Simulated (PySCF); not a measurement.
# Spinor energies of Gd²⁸⁺ (gadolinium, charge +28)

Start: [Kr]. Calculated with PySCF 2.14 in an even-tempered Gaussian basis (17 s from 2.4 bohr⁻², ratio 2.8; 14 p from 3.1 bohr⁻², ratio 2.8; 9 d from 5.6 bohr⁻², ratio 2.8; 4 f from 17 bohr⁻², ratio 3): generalised Hartree-Fock with the X2C-1e Hamiltonian and a Gaussian nucleus; spin-orbit coupling (SO) screened by Boettger's factors.

```json
{"spinor shell": "1s1/2", "electrons": "2", "ε, screened SO (eV)": "-51461.7", "weight of nominal j (screened SO)": "1.000", "rms radius, screened SO (bohr)": "0.0249"}
{"spinor shell": "2s1/2", "electrons": "2", "ε, screened SO (eV)": "-9428.8", "weight of nominal j (screened SO)": "1.000", "rms radius, screened SO (bohr)": "0.101"}
{"spinor shell": "2p1/2", "electrons": "2", "ε, screened SO (eV)": "-8987.2", "weight of nominal j (screened SO)": "1.000", "rms radius, screened SO (bohr)": "0.0863"}
{"spinor shell": "2p3/2", "electrons": "4", "ε, screened SO (eV)": "-8286.0", "weight of nominal j (screened SO)": "1.000", "rms radius, screened SO (bohr)": "0.0927"}
{"spinor shell": "3s1/2", "electrons": "2", "ε, screened SO (eV)": "-2861.7", "weight of nominal j (screened SO)": "1.000", "rms radius, screened SO (bohr)": "0.258"}
{"spinor shell": "3p1/2", "electrons": "2", "ε, screened SO (eV)": "-2671.1", "weight of nominal j (screened SO)": "1.000", "rms radius, screened SO (bohr)": "0.249"}
{"spinor shell": "3p3/2", "electrons": "4", "ε, screened SO (eV)": "-2520.6", "weight of nominal j (screened SO)": "1.000", "rms radius, screened SO (bohr)": "0.261"}
{"spinor shell": "3d3/2", "electrons": "4", "ε, screened SO (eV)": "-2197.0", "weight of nominal j (screened SO)": "1.000", "rms radius, screened SO (bohr)": "0.234"}
{"spinor shell": "3d5/2", "electrons": "6", "ε, screened SO (eV)": "-2164.5", "weight of nominal j (screened SO)": "1.000", "rms radius, screened SO (bohr)": "0.237"}
{"spinor shell": "4s1/2", "electrons": "2", "ε, screened SO (eV)": "-1226.6", "weight of nominal j (screened SO)": "1.000", "rms radius, screened SO (bohr)": "0.544"}
{"spinor shell": "4p1/2", "electrons": "2", "ε, screened SO (eV)": "-1141.3", "weight of nominal j (screened SO)": "1.000", "rms radius, screened SO (bohr)": "0.551"}
```

(1) Where does 4p3/2 lie, and what is the 4p spin-orbit splitting (screened SO)?

```json
{"quantity": "E (hartree)", "screened SO": "-10885.66390"}
{"quantity": "M_J", "screened SO": "0"}
{"quantity": "⟨J²⟩", "screened SO": "0.000"}
{"quantity": "⟨L²⟩", "screened SO": "0.043"}
{"quantity": "⟨S²⟩", "screened SO": "0.043"}
```

Breit and QED terms are absent; they matter most for the inner s and p1/2 levels.

Densities and radii are taken from the X2C orbitals without a picture-change correction, which distorts them close to the nucleus.

Answers

(1) At -1097.5 eV, 43.885 eV above 4p1/2.
